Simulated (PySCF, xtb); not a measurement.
Mo(S)2(OH)(SH) (H2MoOS3), SMILES [OH][Mo](=[S])(=[S])[SH], multiplicity 1.

GFN2-xTB run with xtb at its own geometry gives an orbital gap of 1.80 eV and a dipole moment of 6.15 D.

Coordinates come from a B3LYP-D3(BJ)/def2-SVP optimisation. The multiplicity is an assumed one; no other spin state was optimised. The structure was generated by enumeration; whether it is a known compound was not checked. The def2 effective core potentials stand for the cores of Mo; spin–orbit coupling is left out. The values are those of a single conformer.

**Question.** What does ωB97X/def2-TZVP run with PySCF give? (The exact figures need the calculation; the answer reports its results.)

**Answer.** gap 8.03 eV (levels -9.66 and -1.63 eV), dipole 2.02 D.
